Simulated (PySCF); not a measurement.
**Heteronuclear NMR**

Numbering as in the mapped SMILES `[NH2:1][c:2]1[cH:3][cH:4][c:5]([F:6])[cH:7][cH:8]1`. Each H is labelled by its parent atom.

[PySCF 2.14: geometry: GFN2-xTB; GIAO PBE0/pcSseg-1 shieldings; no solvent; single conformer; non-relativistic Hamiltonian; fast rotation and ring inversion assumed for equivalent nuclei]

(1) Where does ¹⁹F resonate?

(2) What are the ¹⁵N shifts?

Answers

(1) 
```csv
atoms,environment,σ (ppm),δ (ppm)
F6,aryl fluorine,305.8,-129.9
```

Shieldings were converted by a linear fit to measured shifts: ¹⁹F (scatter 6.0 ppm rms, 7.0 ppm with the 5 outliers that the fit left out vs CFCl3, solution or neat liquid, with a term for F on sp3 carbon). Occasional misses reach two or three times the rms, and more in compound classes unlike the fitted ones.

On a 500 MHz spectrometer ¹⁹F resonates near 470.5 MHz, so 1 ppm is 470.5 Hz.

(2) 
| atoms | environment | σ (ppm) | δ (ppm) |
| --- | --- | --- | --- |
| N1 | aniline-type nitrogen | 194.2 | -327.0 |

Shieldings were converted by a linear fit to measured shifts: ¹⁵N (scatter 6.3 ppm rms vs CH3NO2, solution or neat liquid). Occasional misses reach two or three times the rms, and more in compound classes unlike the fitted ones.

On a 500 MHz spectrometer ¹⁵N resonates near 50.7 MHz, so 1 ppm is 50.7 Hz.
